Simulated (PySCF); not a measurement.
C2H7Si, doublet, geometry from GFN2-xTB; B3LYP/pcseg-1 (PySCF).

Input for PySCF:
```python
from pyscf import gto, scf, dft

mol = gto.M(
    atom='''
C    -1.561851    0.494542    0.032452
Si   -0.000348   -0.582102    0.136776
C     1.568961    0.455053   -0.127646
H    -1.642629    0.962311   -0.948089
H    -2.459033   -0.096468    0.189415
H    -1.554842    1.288253    0.774352
H    -0.062279   -1.713336   -0.795304
H     1.561054    0.921903   -1.111913
H     2.462319   -0.158542   -0.062244
H     1.657624    1.247734    0.610079
''',
    basis='pcseg-1',
    charge=0,
    spin=1,
    verbose=4,
    symmetry=True,
)

mf = dft.UKS(mol)
mf.xc = 'b3lyp'
mf.kernel()
mf.analyze()
```

What the program printed (banner, timings and long lists left out):

```
PySCF version 2.14.0

[INPUT] verbose = 4
[INPUT] num. atoms = 10
[INPUT] num. electrons = 33
[INPUT] charge = 0
[INPUT] spin (= nelec alpha-beta = 2S) = 1
[INPUT] symmetry True subgroup None
[INPUT] Mole.unit = angstrom
[INPUT] Symbol           X                Y                Z      unit          X                Y                Z       unit  Magmom
[...]
nuclear repulsion = 104.785996549337
point group symmetry = Cs
symmetry origin: [ 1.14528856e-07 -1.71793284e-07 -2.29057712e-07]
symmetry axis x: [-0.05129781 -0.01887341 -0.99850505]
symmetry axis y: [-0.01161291 -0.99974254  0.01949341]
symmetry axis z: [ 0.99861588 -0.01259551 -0.05106543]
num. orbitals of irrep A' = 46
num. orbitals of irrep A" = 35
number of shells = 23
number of NR pGTOs = 143
number of NR cGTOs = 81
basis = pcseg-1
ecp = {}

******** <class 'pyscf.dft.uks_symm.SymAdaptedUKS'> ********
method = SymAdaptedUKS
initial guess = minao
damping factor = 0
level_shift factor = 0
DIIS = <class 'pyscf.scf.diis.CDIIS'>
diis_start_cycle = 1
diis_space = 8
diis_damp = 0
SCF conv_tol = 1e-09
SCF conv_tol_grad = None
SCF max_cycles = 50
direct_scf = True
direct_scf_tol = 1e-13
number electrons alpha = 17  beta = 16
XC library pyscf.dft.libxc version 7.1.2
    S. Lehtola, C. Steigemann, M. J. T. Oliveira, and M. A. L. Marques,  SoftwareX 7, 1–5 (2018)
XC functionals = b3lyp
    P. J. Stephens, F. J. Devlin, C. F. Chabalowski, and M. J. Frisch,  J. Phys. Chem. 98, 11623 (1994)
radial grids:
    Treutler-Ahlrichs [JCP 102, 346 (1995); DOI:10.1063/1.469408] (M4) radial grids

becke partition: Becke, JCP 88, 2547 (1988); DOI:10.1063/1.454033
pruning grids: <function nwchem_prune>
grids dens level: 3
symmetrized grids: True
atomic radii adjust function: <function treutler_atomic_radii_adjust>
small_rho_cutoff = 0
Freeze 0 electrons in irreps []
    33 free electrons in irreps A' A"
Set gradient conv threshold to 3.16228e-05
tot grids = 116072
init E= -369.777929190691

cycle= 1 E= -369.828780977454  delta_E= -0.0509  |g|= 0.302  |ddm|= 2.08
cycle= 2 E= -369.803353246075  delta_E= 0.0254  |g|= 0.367  |ddm|= 0.616
cycle= 3 E= -369.878234264604  delta_E= -0.0749  |g|= 0.0153  |ddm|= 0.355
cycle= 4 E= -369.878410844919  delta_E= -0.000177  |g|= 0.00504  |ddm|= 0.0402
cycle= 5 E= -369.878431574429  delta_E= -2.07e-05  |g|= 0.000841  |ddm|= 0.0106
cycle= 6 E= -369.878432276453  delta_E= -7.02e-07  |g|= 0.000284  |ddm|= 0.00188
cycle= 7 E= -369.878432367481  delta_E= -9.1e-08  |g|= 9.18e-05  |ddm|= 0.000943
cycle= 8 E= -369.878432375535  delta_E= -8.05e-09  |g|= 2.19e-05  |ddm|= 0.000202
cycle= 9 E= -369.878432376172  delta_E= -6.37e-10  |g|= 4.12e-06  |ddm|= 6.03e-05
Extra cycle  E= -369.878432376193  delta_E= -2.04e-11  |g|= 2.54e-06  |ddm|= 1.34e-05
converged SCF energy = -369.878432376193  <S^2> = 0.75126079  2S+1 = 2.0012604
**** SCF Summaries ****
Total Energy =                        -369.878432376192734
Nuclear Repulsion Energy =             104.785996549337497
One-electron Energy =                 -715.834547294439290
Two-electron Energy =                  241.170118368909073
Two-electron Coulomb Energy =          275.574455767498876
DFT Exchange-Correlation Energy =      -34.404337398589817
Wave-function symmetry = A'
alpha occupancy for each irrep:     A'   A"
                                    11    6
beta  occupancy for each irrep:     A'   A"
                                    10    6
**** MO energy ****
alpha MO #1 (A' #1), energy= -66.0967592594351 occ= 1
alpha MO #2 (A" #1), energy= -10.1604974701723 occ= 1
alpha MO #3 (A' #2), energy= -10.1604862328503 occ= 1
alpha MO #4 (A' #3), energy= -5.27003254095536 occ= 1
alpha MO #5 (A' #4), energy= -3.63584151304203 occ= 1
alpha MO #6 (A' #5), energy= -3.63021391609306 occ= 1
alpha MO #7 (A" #2), energy= -3.63005743215407 occ= 1
alpha MO #8 (A' #6), energy= -0.712044835798119 occ= 1
alpha MO #9 (A" #3), energy= -0.688987544944735 occ= 1
alpha MO #10 (A' #7), energy= -0.489164078898173 occ= 1
alpha MO #11 (A' #8), energy= -0.417525507658815 occ= 1
alpha MO #12 (A' #9), energy= -0.416280192826722 occ= 1
alpha MO #13 (A" #4), energy= -0.401182671171061 occ= 1
alpha MO #14 (A" #5), energy= -0.400443763581593 occ= 1
alpha MO #15 (A' #10), energy= -0.330459746737946 occ= 1
alpha MO #16 (A" #6), energy= -0.31839754413373 occ= 1
alpha MO #17 (A' #11), energy= -0.191561142687396 occ= 1
alpha MO #18 (A" #7), energy= 0.0361587560163765 occ= 0
alpha MO #19 (A' #12), energy= 0.0408067707101916 occ= 0
alpha MO #20 (A' #13), energy= 0.0803250973815 occ= 0
alpha MO #21 (A' #14), energy= 0.0933587685551918 occ= 0
alpha MO #22 (A' #15), energy= 0.0956343196535248 occ= 0
alpha MO #23 (A' #16), energy= 0.110905793042019 occ= 0
alpha MO #24 (A" #8), energy= 0.12306746315208 occ= 0
alpha MO #25 (A" #9), energy= 0.128007393688427 occ= 0
alpha MO #26 (A" #10), energy= 0.130969776629907 occ= 0
alpha MO #27 (A' #17), energy= 0.19833842335341 occ= 0
alpha MO #28 (A' #18), energy= 0.222836066446843 occ= 0
alpha MO #29 (A' #19), energy= 0.258994659449803 occ= 0
alpha MO #30 (A" #11), energy= 0.279228972449729 occ= 0
alpha MO #31 (A' #20), energy= 0.320194840500417 occ= 0
alpha MO #32 (A" #12), energy= 0.348363872206291 occ= 0
alpha MO #33 (A" #13), energy= 0.473123304481575 occ= 0
alpha MO #34 (A' #21), energy= 0.473671795643179 occ= 0
alpha MO #35 (A' #22), energy= 0.526811961069717 occ= 0
alpha MO #36 (A' #23), energy= 0.551377579109152 occ= 0
alpha MO #37 (A" #14), energy= 0.560214733662108 occ= 0
alpha MO #38 (A' #24), energy= 0.62597036480465 occ= 0
alpha MO #39 (A' #25), energy= 0.633351648579226 occ= 0
alpha MO #40 (A" #15), energy= 0.648638774961835 occ= 0
alpha MO #41 (A" #16), energy= 0.65341784181217 occ= 0
alpha MO #42 (A' #26), energy= 0.666820632969774 occ= 0
alpha MO #43 (A' #27), energy= 0.6940005266726 occ= 0
alpha MO #44 (A" #17), energy= 0.708593308210389 occ= 0
alpha MO #45 (A" #18), energy= 0.719254921520705 occ= 0
alpha MO #46 (A' #28), energy= 0.736729564217285 occ= 0
[...]
alpha MO #70 (A" #30), energy= 2.52098197089307 occ= 0
alpha MO #71 (A' #41), energy= 2.5216872161985 occ= 0
alpha MO #72 (A" #31), energy= 2.66137449393881 occ= 0
alpha MO #73 (A' #42), energy= 2.66907229960955 occ= 0
alpha MO #74 (A" #32), energy= 2.68683110412101 occ= 0
alpha MO #75 (A' #43), energy= 2.69128159057752 occ= 0
alpha MO #76 (A' #44), energy= 3.00648604103607 occ= 0
alpha MO #77 (A" #33), energy= 3.02106318226531 occ= 0
alpha MO #78 (A' #45), energy= 3.22251791798461 occ= 0
alpha MO #79 (A" #34), energy= 3.22544875332572 occ= 0
alpha MO #80 (A' #46), energy= 3.2300568347677 occ= 0
alpha MO #81 (A" #35), energy= 3.24257437203587 occ= 0
beta  MO #1 (A' #1), energy= -66.0932114992726 occ= 1
beta  MO #2 (A" #1), energy= -10.1599602853728 occ= 1
beta  MO #3 (A' #2), energy= -10.1599485684768 occ= 1
beta  MO #4 (A' #3), energy= -5.26593231637385 occ= 1
beta  MO #5 (A' #4), energy= -3.62773998968973 occ= 1
beta  MO #6 (A" #2), energy= -3.627553715462 occ= 1
beta  MO #7 (A' #5), energy= -3.62529809828444 occ= 1
beta  MO #8 (A' #6), energy= -0.708235365330269 occ= 1
beta  MO #9 (A" #3), energy= -0.686886898986636 occ= 1
beta  MO #10 (A' #7), energy= -0.472459328705421 occ= 1
beta  MO #11 (A' #8), energy= -0.415985900832101 occ= 1
beta  MO #12 (A' #9), energy= -0.410410670300521 occ= 1
beta  MO #13 (A" #4), energy= -0.399685930055887 occ= 1
beta  MO #14 (A" #5), energy= -0.397302264406164 occ= 1
beta  MO #15 (A' #10), energy= -0.324687546693625 occ= 1
beta  MO #16 (A" #6), energy= -0.313612878139782 occ= 1
beta  MO #17 (A' #11), energy= -0.0787665270681557 occ= 0
beta  MO #18 (A" #7), energy= 0.043855913911147 occ= 0
beta  MO #19 (A' #12), energy= 0.0441055686285918 occ= 0
beta  MO #20 (A' #13), energy= 0.086242852164006 occ= 0
beta  MO #21 (A' #14), energy= 0.0950475156057453 occ= 0
beta  MO #22 (A' #15), energy= 0.107894029370617 occ= 0
beta  MO #23 (A' #16), energy= 0.117121927533586 occ= 0
beta  MO #24 (A" #8), energy= 0.125386547355217 occ= 0
beta  MO #25 (A" #9), energy= 0.129621278706653 occ= 0
beta  MO #26 (A" #10), energy= 0.133735637196763 occ= 0
beta  MO #27 (A' #17), energy= 0.21333963795544 occ= 0
beta  MO #28 (A' #18), energy= 0.244405635949591 occ= 0
beta  MO #29 (A' #19), energy= 0.265047245304507 occ= 0
beta  MO #30 (A" #11), energy= 0.286267294765611 occ= 0
beta  MO #31 (A' #20), energy= 0.328202889197549 occ= 0
beta  MO #32 (A" #12), energy= 0.356284821434016 occ= 0
beta  MO #33 (A" #13), energy= 0.477977970743773 occ= 0
beta  MO #34 (A' #21), energy= 0.484266690982981 occ= 0
beta  MO #35 (A' #22), energy= 0.534207409051276 occ= 0
beta  MO #36 (A' #23), energy= 0.55923902779711 occ= 0
beta  MO #37 (A" #14), energy= 0.561908295615663 occ= 0
beta  MO #38 (A' #24), energy= 0.627948259558752 occ= 0
beta  MO #39 (A' #25), energy= 0.634890439091841 occ= 0
beta  MO #40 (A" #15), energy= 0.651464150948748 occ= 0
beta  MO #41 (A" #16), energy= 0.654254304522384 occ= 0
beta  MO #42 (A' #26), energy= 0.674608857644531 occ= 0
beta  MO #43 (A' #27), energy= 0.714728621201661 occ= 0
beta  MO #44 (A" #17), energy= 0.720392269824556 occ= 0
beta  MO #45 (A" #18), energy= 0.727481590945586 occ= 0
beta  MO #46 (A' #28), energy= 0.766661434377678 occ= 0
beta  MO #47 (A" #19), energy= 0.892841198677095 occ= 0
beta  MO #48 (A' #29), energy= 0.953712486789815 occ= 0
beta  MO #49 (A' #30), energy= 1.04100383846728 occ= 0
beta  MO #50 (A" #20), energy= 1.07349251757606 occ= 0
beta  MO #51 (A" #21), energy= 1.3714529803511 occ= 0
beta  MO #52 (A" #22), energy= 1.38764911213982 occ= 0
beta  MO #53 (A' #31), energy= 1.42057591091247 occ= 0
beta  MO #54 (A' #32), energy= 1.43087950180318 occ= 0
beta  MO #55 (A" #23), energy= 1.86887979240583 occ= 0
beta  MO #56 (A' #33), energy= 1.86899858594969 occ= 0
beta  MO #57 (A' #34), energy= 1.89501291523361 occ= 0
beta  MO #58 (A" #24), energy= 1.91755426841229 occ= 0
beta  MO #59 (A' #35), energy= 1.9277388438371 occ= 0
beta  MO #60 (A' #36), energy= 1.94410647962667 occ= 0
beta  MO #61 (A" #25), energy= 1.95770808522115 occ= 0
beta  MO #62 (A' #37), energy= 1.95919848310748 occ= 0
beta  MO #63 (A" #26), energy= 1.97622945008762 occ= 0
beta  MO #64 (A" #27), energy= 2.01850477714523 occ= 0
beta  MO #65 (A" #28), energy= 2.15372237210546 occ= 0
beta  MO #66 (A' #38), energy= 2.15447974025762 occ= 0
beta  MO #67 (A" #29), energy= 2.18873829457408 occ= 0
beta  MO #68 (A' #39), energy= 2.19788890839818 occ= 0
beta  MO #69 (A' #40), energy= 2.45064733992902 occ= 0
beta  MO #70 (A" #30), energy= 2.52305262072411 occ= 0
beta  MO #71 (A' #41), energy= 2.52533105162919 occ= 0
beta  MO #72 (A" #31), energy= 2.66278797102444 occ= 0
beta  MO #73 (A' #42), energy= 2.67076328982764 occ= 0
beta  MO #74 (A" #32), energy= 2.68857189940583 occ= 0
beta  MO #75 (A' #43), energy= 2.69331292392681 occ= 0
beta  MO #76 (A' #44), energy= 3.0084455545965 occ= 0
beta  MO #77 (A" #33), energy= 3.02303857351975 occ= 0
beta  MO #78 (A' #45), energy= 3.22496560109051 occ= 0
beta  MO #79 (A" #34), energy= 3.22771525154658 occ= 0
beta  MO #80 (A' #46), energy= 3.23081888995078 occ= 0
beta  MO #81 (A" #35), energy= 3.24346528181656 occ= 0
 ** Mulliken pop alpha/beta on meta-lowdin orthogonal AOs **
 ** Mulliken pop       alpha | beta **
In total            17.00000 | 16.00000
 ** Mulliken atomic charges   ( Nelec_alpha | Nelec_beta ) **
charge of  0C =     -0.51928  (     3.26484      3.25445 )
charge of  1Si =      0.47394  (     7.21817      6.30789 )
charge of  2C =     -0.51928  (     3.26484      3.25445 )
charge of  3H =      0.10716  (     0.46084      0.43200 )
charge of  4H =      0.11389  (     0.44276      0.44335 )
charge of  5H =      0.11130  (     0.44434      0.44437 )
charge of  6H =     -0.10008  (     0.55629      0.54379 )
charge of  7H =      0.10716  (     0.46084      0.43200 )
charge of  8H =      0.11389  (     0.44276      0.44335 )
charge of  9H =      0.11130  (     0.44434      0.44437 )
Dipole moment(X, Y, Z, Debye): -0.00393,  0.74694, -0.26108
```
